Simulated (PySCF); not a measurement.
H₂OSZn, SMILES [OH][Zn][SH].

Coordinates come from a PBE0-D3(BJ)/def2-TZVP optimisation. One conformer was computed; it need not be the lowest.

Computed with PBE0-D3(BJ)/def2-TZVP (PySCF 2.14.0).

Frequencies are harmonic and unscaled.

```json
[
 {"mode": "1", "ν (cm⁻¹)": "128", "IR (km/mol)": "30.1", "moving atoms (share of kinetic energy)": "O 45 %, Zn 35 %, S 13 %"},
 {"mode": "2", "ν (cm⁻¹)": "134", "IR (km/mol)": "13.2", "moving atoms (share of kinetic energy)": "Zn 38 %, O 38 %, S 16 %"},
 {"mode": "3", "ν (cm⁻¹)": "162", "IR (km/mol)": "55.0", "moving atoms (share of kinetic energy)": "H 95 %"},
 {"mode": "4", "ν (cm⁻¹)": "391", "IR (km/mol)": "4.6", "moving atoms (share of kinetic energy)": "S 67 %, Zn 17 %, O 12 %"},
 {"mode": "5", "ν (cm⁻¹)": "661", "IR (km/mol)": "1.1", "moving atoms (share of kinetic energy)": "H 90 %"},
 {"mode": "6", "ν (cm⁻¹)": "690", "IR (km/mol)": "131.1", "moving atoms (share of kinetic energy)": "O 68 %, Zn 23 %"},
 {"mode": "7", "ν (cm⁻¹)": "758", "IR (km/mol)": "38.4", "moving atoms (share of kinetic energy)": "H 90 %"},
 {"mode": "8", "ν (cm⁻¹)": "2703", "IR (km/mol)": "1.2", "moving atoms (share of kinetic energy)": "H 97 %"},
 {"mode": "9", "ν (cm⁻¹)": "3911", "IR (km/mol)": "62.6", "moving atoms (share of kinetic energy)": "H 94 %"}
]
```
